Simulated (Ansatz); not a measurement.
Species: C4H3N, SMILES `[C-]#[N+]C=C=C` (charge 0, multiplicity 1).

Question: Give a relaxed geometry from Ansatz (an electronic-structure program) with B3LYP-D3(BJ)/def2-TZVP.

Answer: the end point of this relaxation (outside a Z-matrix the atoms follow the SMILES, hydrogens last).
Bond lengths (Å): C1–N2 1.169, N2–C3 1.380, C3–C4 1.308, C3–H6 1.084, C4–C5 1.295, C5–H7 1.085, C5–H8 1.085. Angles (°): C1–N2–C3 177.1, N2–C3–C4 123.1, N2–C3–H6 115.3, C4–C3–H6 121.6, C3–C4–C5 178.6, C4–C5–H7 121.3, C4–C5–H8 121.3, H7–C5–H8 117.4.
